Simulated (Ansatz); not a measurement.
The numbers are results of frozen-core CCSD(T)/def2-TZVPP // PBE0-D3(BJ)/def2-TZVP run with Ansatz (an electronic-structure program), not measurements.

Ansatz 0.2 input:
```yaml
crystal:
  periodic: [false, false, false]
  atoms:
    - { symbol: C, position_ang: [-0.935825, -0.033559, 0.158637] }
    - { symbol: Si, position_ang: [0.849763, -0.007911, -0.141029] }
    - { symbol: O, position_ang: [1.739731, -1.241851, -0.192522] }
    - { symbol: H, position_ang: [-1.534844, 0.87196, 0.188098] }
    - { symbol: H, position_ang: [-1.471625, -0.963263, 0.320448] }
    - { symbol: H, position_ang: [1.352799, 1.374627, -0.333631] }
basis:
  gaussian: { orbitals: def2-TZVPP }
correlation:
  method: ccsd_t
magnetization:
  spin_polarized: true
  initial_magnetization: 1
```

Output:

```
Functional definition: HF
863 factors; integrals over basis functions are off by at most 1.3e-3 eV
mean field evaluation 1: about -10973.0680 eV, gradient 3.4e1 eV
mean field evaluation 2: about -10973.0693 eV, gradient 3.4e1 eV
mean field evaluation 4: about -10977.8478 eV, gradient 3.0e0 eV
mean field evaluation 8: about -10977.9333 eV, gradient 2.0e-1 eV
mean field evaluation 16: about -10974.1682 eV, gradient 3.2e1 eV
mean field evaluation 32: about -10976.0534 eV, gradient 3.5e-1 eV
mean field evaluation 64: about -10974.3500 eV, gradient 1.3e1 eV
mean field evaluation 96: about -10972.0534 eV, gradient 2.7e-3 eV
mean field evaluation 128: about -10976.0175 eV, gradient 2.5e0 eV
mean field evaluation 160: about -10976.0292 eV, gradient 1.0e-1 eV
mean field evaluation 192: about -10971.9021 eV, gradient 8.2e-3 eV
mean field evaluation 224: about -10972.2775 eV, gradient 2.3e-1 eV
mean field evaluation 256: about -10976.0525 eV, gradient 7.3e-2 eV
mean field -10977.93499176 eV, -403.4316698355 hartree, gradient 1.3e-6 eV, S^2 0.771905; 5 other end points of the search recorded, 0 dependent functions left out
determinant -10977.93499176 eV, -403.4316698355 hartree, with singles and doubles -10992.07657770 eV, -403.9513635334 hartree
determinant -10976.05519853 eV, -403.3625887085 hartree, with singles and doubles -10989.83410357 eV, -403.8689541290 hartree
determinant -10976.02931943 eV, -403.3616376693 hartree, with singles and doubles -10989.85935371 eV, -403.8698820547 hartree
7 core orbitals not correlated
reference -10977.93499176 eV, -403.4316698355 hartree; 9, 8 occupied and 130, 131 virtual orbitals, 863 factors
second order -13.41218932 eV of doubles, -0.00000000 eV of singles
cycle   1  -13.98702075 eV  change    -1.2e0 eV  update   2.5e-2
cycle   2  -14.02088916 eV  change   -3.4e-2 eV  update   6.3e-3
cycle   3  -14.01914122 eV  change    1.7e-3 eV  update   3.6e-3
cycle   4  -14.02058347 eV  change   -1.4e-3 eV  update   1.5e-3
cycle   5  -14.02095182 eV  change   -3.7e-4 eV  update   9.7e-4
cycle   6  -14.02152364 eV  change   -5.7e-4 eV  update   4.8e-4
cycle   7  -14.02167310 eV  change   -1.5e-4 eV  update   2.8e-4
cycle   8  -14.02175665 eV  change   -8.4e-5 eV  update   1.1e-4
cycle   9  -14.02172793 eV  change    2.9e-5 eV  update   6.1e-5
cycle  10  -14.02168077 eV  change    4.7e-5 eV  update   2.7e-5
cycle  11  -14.02168873 eV  change   -8.0e-6 eV  update   1.3e-5
perturbative correction -0.58817176 eV, -0.0216149137 hartree
Total energy: -10992.54485225 eV, -403.9685723058 hartree
```

Cost: roughly 2.3 core-minutes.
